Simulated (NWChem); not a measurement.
Program: NWChem. System: C2H5F, charge 0, spin multiplicity 3, at the geometry of a parent with another charge or spin, in a state set for the comparison that need not be this species' ground state. Its SCF solution wasn't tested for a lower state.

Input file:

```
start mol
memory heap 200 mb stack 900 mb global 1100 mb
geometry units angstroms nocenter noautoz
  C     -1.177100     0.266809     0.000000
  C      0.318768     0.447774     0.000000
  F      0.948222    -0.773853     0.000000
  H     -1.683493     1.244029     0.000000
  H     -1.501669    -0.290655    -0.891199
  H     -1.501669    -0.290655     0.891199
  H      0.651412     1.007229     0.892239
  H      0.651412     1.007229    -0.892239
  symmetry group Cs
end
basis spherical
  * library def2-svp
end
dft
  xc becke88 perdew86
  odft
  mult 3
  semidirect memsize 60000000 filesize 0
  iterations 100
end
task dft energy
```

The output up to the point where the run's verdict is printed (cleaned and shortened):

```
             Northwest Computational Chemistry Package (NWChem) 7.3.0
             --------------------------------------------------------

                                NWChem Input Module
                                -------------------

 Scaling coordinates for geometry "geometry" by  1.889725989
 (inverse scale =  0.529177249)

 Turning off AUTOSYM since
 SYMMETRY directive was detected!

                             Geometry "geometry" -> ""
                             -------------------------

 Output coordinates in angstroms (scale by  1.889725989 to convert to a.u.)

  No.       Tag          Charge          X              Y              Z
 ---- ---------------- ---------- -------------- -------------- --------------
    1 C                    6.0000    -1.17710000     0.26680900     0.00000000
    2 C                    6.0000     0.31876800     0.44777400     0.00000000
    3 F                    9.0000     0.94822200    -0.77385300     0.00000000
    4 H                    1.0000    -1.68349300     1.24402900     0.00000000
    5 H                    1.0000    -1.50166900    -0.29065500    -0.89119900
    6 H                    1.0000    -1.50166900    -0.29065500     0.89119900
    7 H                    1.0000     0.65141200     1.00722900     0.89223900
    8 H                    1.0000     0.65141200     1.00722900    -0.89223900

 Effective nuclear repulsion energy (a.u.)      79.3992749377

            Nuclear Dipole moment (a.u.)
            ----------------------------
        X                 Y               Z
 ---------------- ---------------- ----------------
    -0.0000018897    -0.0000037795     0.0000000000

      Symmetry information
      --------------------

 Group name             Cs
 Group number              2
 Group order               2
 No. of unique centers     6

      Symmetry unique atoms

     1    2    3    4    5    7


 Summary of "ao basis" -> "" (spherical)
 ------------------------------------------------------------------------------
       Tag                 Description            Shells   Functions and Types
[...]
 d= 0,ls=0.5,diis    75   -178.5749356510 -8.80D-08  3.42D-05  6.10D-07    25.0
                                                     1.81D-06  5.25D-07
 d= 0,ls=0.5,diis    76   -178.5749357527 -1.02D-07  3.39D-05  5.47D-07    25.3
                                                     1.85D-06  4.69D-07
 d= 0,ls=0.5,diis    77   -178.5749358480 -9.53D-08  3.17D-05  5.03D-07    25.7
                                                     1.67D-06  4.38D-07
 d= 0,ls=0.5,diis    78   -178.5749359455 -9.75D-08  2.98D-05  4.24D-07    26.1
                                                     1.63D-06  3.71D-07
 d= 0,ls=0.5,diis    79   -178.5749360753 -1.30D-07  2.80D-05  2.73D-07    26.5
                                                     1.28D-06  2.30D-07
 d= 0,ls=0.5,diis    80   -178.5749361423 -6.69D-08  2.65D-05  2.38D-07    26.9
                                                     1.27D-06  2.03D-07
 d= 0,ls=0.5,diis    81   -178.5749361960 -5.38D-08  2.50D-05  2.15D-07    27.3
                                                     1.24D-06  1.83D-07
 d= 0,ls=0.5,diis    82   -178.5749362289 -3.29D-08  2.34D-05  2.24D-07    27.6
                                                     1.04D-06  1.93D-07
 d= 0,ls=0.5,diis    83   -178.5749362823 -5.34D-08  2.25D-05  1.84D-07    28.0
                                                     9.53D-07  1.56D-07
 d= 0,ls=0.5,diis    84   -178.5749363280 -4.57D-08  2.13D-05  1.55D-07    28.4
                                                     9.27D-07  1.29D-07
 d= 0,ls=0.5,diis    85   -178.5749363658 -3.78D-08  2.04D-05  1.36D-07    28.8
                                                     8.81D-07  1.13D-07
 d= 0,ls=0.5,diis    86   -178.5749363943 -2.85D-08  1.95D-05  1.30D-07    29.2
                                                     7.94D-07  1.09D-07
 d= 0,ls=0.5,diis    87   -178.5749364246 -3.03D-08  1.86D-05  1.16D-07    29.6
                                                     7.26D-07  9.59D-08
 d= 0,ls=0.5,diis    88   -178.5749364541 -2.94D-08  1.77D-05  9.82D-08    30.0
                                                     8.00D-07  7.98D-08
 d= 0,ls=0.5,diis    89   -178.5749364708 -1.67D-08  1.73D-05  1.02D-07    30.4
                                                     8.49D-07  8.45D-08
 d= 0,ls=0.5,diis    90   -178.5749364811 -1.03D-08  1.65D-05  1.15D-07    30.7
                                                     7.43D-07  9.74D-08
 d= 0,ls=0.5,diis    91   -178.5749364949 -1.38D-08  1.61D-05  1.18D-07    31.2
                                                     7.48D-07  1.00D-07
 d= 0,ls=0.5,diis    92   -178.5749365060 -1.11D-08  1.55D-05  1.23D-07    31.7
                                                     7.42D-07  1.07D-07
 d= 0,ls=0.5,diis    93   -178.5749365144 -8.36D-09  1.45D-05  1.32D-07    32.1
                                                     6.45D-07  1.17D-07
 d= 0,ls=0.5,diis    94   -178.5749365278 -1.34D-08  1.40D-05  1.27D-07    32.6
                                                     5.93D-07  1.12D-07
 d= 0,ls=0.5,diis    95   -178.5749365393 -1.16D-08  1.34D-05  1.25D-07    33.1
                                                     5.34D-07  1.11D-07
 d= 0,ls=0.5,diis    96   -178.5749365520 -1.27D-08  1.37D-05  1.19D-07    33.5
                                                     7.02D-07  1.06D-07
 d= 0,ls=0.5,diis    97   -178.5749365667 -1.47D-08  1.32D-05  1.10D-07    33.9
                                                     5.96D-07  1.02D-07
 d= 0,ls=0.5,diis    98   -178.5749365892 -2.26D-08  1.24D-05  8.34D-08    34.2
                                                     4.60D-07  7.80D-08
 d= 0,ls=0.5,diis    99   -178.5749366056 -1.63D-08  1.24D-05  6.78D-08    34.7
                                                     4.75D-07  6.33D-08
 d= 0,ls=0.5,diis   100   -178.5749366241 -1.85D-08  1.09D-05  4.62D-08    35.1
                                                     4.36D-07  4.34D-08
```

The run did not converge; its last values are not results. The next line reads: Calculation failed to converge. NWChem stopped with the message: dft energy failed.
